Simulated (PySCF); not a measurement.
Shapes and spin states of CoOF2

Level of theory: PySCF, PBE0, basis Co def2-TZVP, O def2-TZVP, F def2-TZVP (no relativity, density fitting).

Relaxations began from a few typed shapes and spin states; open shells are unrestricted. The search is not exhaustive: other isomers or separated fragments can lie lower, and high-lying points may rest on an excited occupation.

(1) Which is the lowest minimum found?
A. broken-symmetry Ms = 1/2 (⟨S²⟩ 1.86) C2v: Co–F 1.710 Å (×2), Co–O 1.624 Å; F–Co–F 125.0°, F–Co–O 117.5° (×2)
B. quartet C2v: Co–F 1.705 Å (×2), Co–O 1.567 Å; F–Co–F 146.7°, F–Co–O 106.6° (×2)
C. sextet C2v: Co–F 1.733 Å (×2), Co–O 1.739 Å; F–Co–F 131.5°, F–Co–O 114.2° (×2)

Answers

(1) B. The others lie at 13.4 (sextet C2v), 64.1 (broken-symmetry Ms = 1/2 C2v) kJ/mol above it.

Formally Co is in oxidation state +4, d5, with 3 unpaired electrons (the high-spin count would be 5). The Mulliken spin on Co is 2.04. The polar-tensor charge on Co, 1.44, is far below the formal one.

For the lowest minimum: with open d or f shells other occupations or spin states may lie lower.
